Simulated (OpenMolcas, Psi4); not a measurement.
**Worked example: vertical electron affinity of GeNH4O (SMILES [NH][GeH2][OH])**

The species is GeNH4O (7 atoms), meant as a doublet with charge 0. SMILES: `[NH][GeH2][OH]`. The shape is that of a PBE0-D4/def2-TZVP optimisation. This is one conformer, not always the lowest.

Both states at this one shape; open shells run unrestricted unless said. 1 Eh = 27.2114 eV.

| level | program | doublet GeNH4O (Eh) | singlet GeNH4O− (Eh) |
| --- | --- | --- | --- |
| USVWN5/def2-SVPD | OpenMolcas | -2204.822886 | -2204.894191 |
| UM06-L/def2-SVPD | OpenMolcas | -2208.911984 | -2208.959908 |
| UB3LYP/def2-SVPD | OpenMolcas | -2209.034964 | -2209.091971 |
| U-wB97M-V/def2-SVPD | Psi4 | -2208.818877 | -2208.875614 |

Work out the vertical electron affinity, E(N) − E(N+1), at each level.


1. USVWN5/def2-SVPD: -2204.822886 − (-2204.894191) = 0.071305 Eh = 1.94 eV.
2. UM06-L/def2-SVPD: -2208.911984 − (-2208.959908) = 0.047924 Eh = 1.30 eV.
3. UB3LYP/def2-SVPD: -2209.034964 − (-2209.091971) = 0.057007 Eh = 1.55 eV.
4. U-wB97M-V/def2-SVPD: -2208.818877 − (-2208.875614) = 0.056737 Eh = 1.54 eV.

No measured value is set beside it here; the levels span 1.30 to 1.94 eV. All-electron rows are non-relativistic unless named.
